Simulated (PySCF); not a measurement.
Al(Cl)(Me)(SiH3) (CH₆AlClSi), SMILES [CH3][Al]([SiH3])[Cl]. Heavy atoms are numbered as in [Al:1]([Cl:2])([CH3:3])[SiH3:7]. Hydrogens are named by the atom that carries them.

Geometry optimised at PBE0-D3(BJ)/def2-SVP. The structure was generated by enumeration; whether it is a known compound was not checked.

The numbers are results of HF/pcSseg-1 in PySCF, not measurements.

GIAO shieldings, no solvent; atoms alike by connectivity are averaged. δ = σ(ref) − σ: ³⁵Cl against HCl (σ = 958.2 ppm); ¹³C against TMS (σ = 192.6 ppm); ¹H against TMS (σ = 31.99 ppm); ²⁹Si against TMS (σ = 393.8 ppm), references at their B3LYP-D3(BJ)/def2-TZVP geometries, non-relativistic (without spin–orbit terms, shifts of atoms bonded to Cl or Br come out too high).

```
nucleus       atoms  count  δ (ppm)
-------  ----------  -----  -------
³⁵Cl            Cl2      1     43.4
¹³C        C3 (CH3)      1     -0.4
¹H         H on Si7      3     3.25
¹H          H on C3      3     0.27
²⁹Si     Si7 (SiH3)      1   -114.6
```
